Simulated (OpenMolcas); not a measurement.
**Ta4+ in a point-charge field**

Ta4+ among 2 point charges of -2 e arranged as a linear pair (D∞h), 2.22 Å from the ion.
```
   0.0000    0.0000    2.2200  -2.00
   0.0000    0.0000   -2.2200  -2.00
```

- Program: OpenMolcas 26.06
- Method: CASSCF
- Basis: ANO-RCC-VDZP [7s6p4d2f1g]
- Scalar Hamiltonian: DKH2, point nucleus
- Active space: 1 electron in 5 orbitals (5d)
- State averaging: 2S+1 = 2 even, 5 roots
- Spin-orbit coupling: state interaction with AMFI integrals over the reference wave functions

The lowest spin-free states (labels by Λ), above the lowest:

| State | Degeneracy | E (cm-1) | Free-ion L (%) |
| --- | --- | --- | --- |
| 2Δ | 2 | 0.0 | D (100) |
| 2Π | 2 | 14703 | D (100) |
| 2Σ | 1 | 14966 | D (100) |

The lowest levels with spin-orbit coupling:

```csv
E (cm-1),Degeneracy,2S+1,g
0.0,2,2,0.00 0.00 2.04
6315,2,2,0.00 0.00 6.00
13989,2,2,0.73 1.31 1.31
20165,2,2,0.00 0.00 3.96
20873,2,2,1.27 3.31 3.31
```

Powder χT (cm3 K/mol): 0.131 at 2 K, 0.131 at 10 K, 0.133 at 50 K, 0.136 at 100 K, 0.142 at 200 K, 0.147 at 300 K. The effective moment at 300 K is 2.828 √(χT) = 1.09 μB.

The lowest level has 2S+1 = 2, for which the spin-only value is χT = S(S+1) / 2 = 0.375 cm3 K/mol (g = 2). The computed 0.147 at 300 K differs by -0.228, through orbital momentum, spin-orbit coupling and any other state in reach.

Point charges carry no covalency, so the field is a model and not that of real ligands. No measured value stands beside these numbers.
